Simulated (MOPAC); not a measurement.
Input file for MOPAC: PM7 on C2H2O2 (SMILES O=CC=O), a point of a torsion scan.

```
PM7 1SCF PRECISE CHARGE=0 THREADS=1
C2H2O2

O      1.53816198 1    -0.07470243 1    -0.90278020 1
C      0.75738305 1    -0.06212029 1    -0.00006072 1
C     -0.74973932 1    -0.00658700 1    -0.12213484 1
O     -1.44294794 1    -0.80855483 1    -0.67073269 1
H      1.07846117 1    -0.07368777 1     1.06420179 1
H     -1.16575940 1     0.88904229 1     0.38842519 1
```

It printed:

```
*******************************************************************************
 **                                                                           **
 **                              MOPAC v23.2.5                                **
 **                                                                           **
 *******************************************************************************
 ** MOPAC's Digital Object Identifier: https://doi.org/10.5281/zenodo.6511958 **
 **                                                                           **
 ** Please cite the open-source release paper for use of this MOPAC version:  **
 ** J. E. Moussa and J. J. P. Stewart (2026)                                  **
 ** MOPAC: An open-source semiempirical molecular orbital program             **
 ** J. Open Source Softw., 11(119), 8025, https://doi.org/10.21105/joss.08025 **
 *******************************************************************************

                              PM7 CALCULATION RESULTS

 *******************************************************************************
 *  PM7        - The PM7 Hamiltonian to be used
 *
 *
 *
 *                 CHARGE ON SYSTEM = 0
 *
 *
 *
 *  PRECISE    - TIGHTER CRITERIA TO BE USED
 *  1SCF       - DO 1 SCF AND THEN STOP
 *  THREADS=1  - MULTI-THREADING NOT USED
 *  T=         - A TIME OF 172800.0 SECONDS REQUESTED
 *  DUMP=N     - RESTART FILE WRITTEN EVERY 7200.0 SECONDS REQUESTED
 *******************************************************************************
PM7 1SCF PRECISE CHARGE=0 THREADS=1
 C2H2O2

   ATOM   CHEMICAL          X               Y               Z
  NUMBER   SYMBOL      (ANGSTROMS)     (ANGSTROMS)     (ANGSTROMS)

     1       O          1.53816198  *  -0.07470243  *  -0.90278020  *
     2       C          0.75738305  *  -0.06212029  *  -0.00006072  *
     3       C         -0.74973932  *  -0.00658700  *  -0.12213484  *
     4       O         -1.44294794  *  -0.80855483  *  -0.67073269  *
     5       H          1.07846117  *  -0.07368777  *   1.06420179  *
     6       H         -1.16575940  *   0.88904229  *   0.38842519  *



          CARTESIAN COORDINATES

    NO.       ATOM           X           Y           Z

     1         O          1.5382     -0.0747     -0.9028
     2         C          0.7574     -0.0621     -0.0001
     3         C         -0.7497     -0.0066     -0.1221
     4         O         -1.4429     -0.8086     -0.6707
     5         H          1.0785     -0.0737      1.0642
     6         H         -1.1658      0.8890      0.3884

 General Reference for PM7:
 "Optimization of Parameters for Semiempirical Methods VI: More Modifications to the
 NDDO Approximations and Re-optimization of Parameters", J. J. P. Stewart, J. Mol. Mod., 1:32, 19 (2013)
 https://link.springer.com/article/10.1007/s00894-012-1667-x

           Empirical Formula: C2 H2 O2  =     6 atoms



      MOLECULAR POINT GROUP   :   C2


      RHF CALCULATION, NO. OF DOUBLY OCCUPIED LEVELS = 11


 -------------------------------------------------------------------------------
 PM7 1SCF PRECISE CHARGE=0 THREADS=1
 C2H2O2



     1SCF WAS SPECIFIED, SO BFGS WAS NOT USED
     SCF FIELD WAS ACHIEVED


                              PM7 CALCULATION
                                                       MOPAC v23.2.5 Linux




          FINAL HEAT OF FORMATION =        -49.79787 KCAL/MOL =    -208.35429 KJ/MOL


          COSMO AREA              =         86.41 SQUARE ANGSTROMS
          COSMO VOLUME            =         68.25 CUBIC ANGSTROMS

          IONIZATION POTENTIAL    =         10.070705 EV
          HOMO LUMO ENERGIES (EV) =        -10.071 -0.570
          NO. OF FILLED LEVELS    =         11
          MOLECULAR WEIGHT        =         58.0366         POINT GROUP:  C2

          MOLECULAR DIMENSIONS (Angstroms)

            Atom       Atom       Distance
            H     5    O     4     3.14762
            H     6    O     1     2.89760
            O     1    O     4     0.98816


          SCF CALCULATIONS        =          1





   ATOM   CHEMICAL          X               Y               Z
  NUMBER   SYMBOL      (ANGSTROMS)     (ANGSTROMS)     (ANGSTROMS)

     1       O          1.53816198  *  -0.07470243  *  -0.90278020  *
     2       C          0.75738305  *  -0.06212029  *  -0.00006072  *
     3       C         -0.74973932  *  -0.00658700  *  -0.12213484  *
     4       O         -1.44294794  *  -0.80855483  *  -0.67073269  *
     5       H          1.07846117  *  -0.07368777  *   1.06420179  *
     6       H         -1.16575940  *   0.88904229  *   0.38842519  *

                             CARTESIAN COORDINATES

   1    O        1.538161980    -0.074702430    -0.902780200
   2    C        0.757383050    -0.062120290    -0.000060720
   3    C       -0.749739320    -0.006587000    -0.122134840
   4    O       -1.442947940    -0.808554830    -0.670732690
   5    H        1.078461170    -0.073687770     1.064201790
   6    H       -1.165759400     0.889042290     0.388425190


           Empirical Formula: C2 H2 O2  =     6 atoms



      MOLECULAR POINT GROUP   :   C2


                  EIGENVALUES
 -32.20601 -31.76647 -25.86892 -20.51572 -17.79513 -16.11936 -15.73698 -14.63412
 -14.17410 -12.05644 -10.07071  -0.57015   0.40614   2.36764   4.03526   4.12694
   4.26736   4.66121


              NET ATOMIC CHARGES AND DIPOLE CONTRIBUTIONS

  ATOM NO.   TYPE          CHARGE      No. of ELECS.   s-Pop       p-Pop
    1          O          -0.335534        6.3355     1.87633     4.45920
    2          C           0.215358        3.7846     1.16290     2.62174
    3          C           0.215371        3.7846     1.16290     2.62173
    4          O          -0.335526        6.3355     1.87632     4.45920
    5          H           0.120164        0.8798     0.87984
    6          H           0.120168        0.8798     0.87983
 DIPOLE           X         Y         Z       TOTAL
 POINT-CHG.    -0.196     1.823     3.248     3.730
 HYBRID         0.019    -0.177    -0.315     0.362
 SUM           -0.177     1.646     2.932     3.367


          ATOMIC ORBITAL ELECTRON POPULATIONS

     Atom    s        px        py        pz
    1  O   1.87633   1.61101   1.30141   1.54678
    2  C   1.16290   0.94118   0.70884   0.97171
    3  C   1.16290   0.95242   0.89978   0.76953
    4  O   1.87632   1.67022   1.46361   1.32537
    5  H   0.87984
    6  H   0.87983

 **********************
 *                    *
 * JOB ENDED NORMALLY *
 *                    *
 **********************




 == MOPAC DONE ==
```

The run finished.

Cost: roughly 0.03 core-seconds.
